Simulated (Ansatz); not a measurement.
```yaml
crystal:
  periodic: [true, true, true]
  atoms:
    - {symbol: S, position_ang: [0.940850, 0.234619, 1.873499]}
    - {symbol: Ge, position_ang: [0.042502, -0.137825, -0.091152]}
    - {symbol: Cl, position_ang: [-1.324060, 1.424288, -0.669677]}
    - {symbol: H, position_ang: [1.161568, -0.160228, -1.138244]}
    - {symbol: H, position_ang: [-0.770960, -1.434555, -0.015828]}
basis:
  gaussian: {orbitals: def2-SVPD}
magnetization: {spin_polarized: true, initial_magnetization: 1}
hamiltonian: {xc: {name: r2SCAN50}}
scf: {lower_state_search: light}
```

```sh
$ ansatz run in.yaml --threads 2 --pin off --events-out ev --progress --plain --max-ram 32768MiB --backend cpu
```

(1) How does Ansatz answer? (Estimate.)

Results:

(1) Computed: The input was rejected before any iteration.
```
Error: YAML parse error: error: line 2 column 3: crystal: missing field `lattice` (a structure is typed as `lattice` and `atoms`, a molecule's as `atoms` in Å alone, or read from a run's directory, `checkpoint`)
 --> <input>:2:3
1 | crystal:
2 |   periodic: [true, true, true]
3 |   atoms:
4 |     - {symbol: S, position_ang: [0.940850, 0.234619, 1.873499]}
```
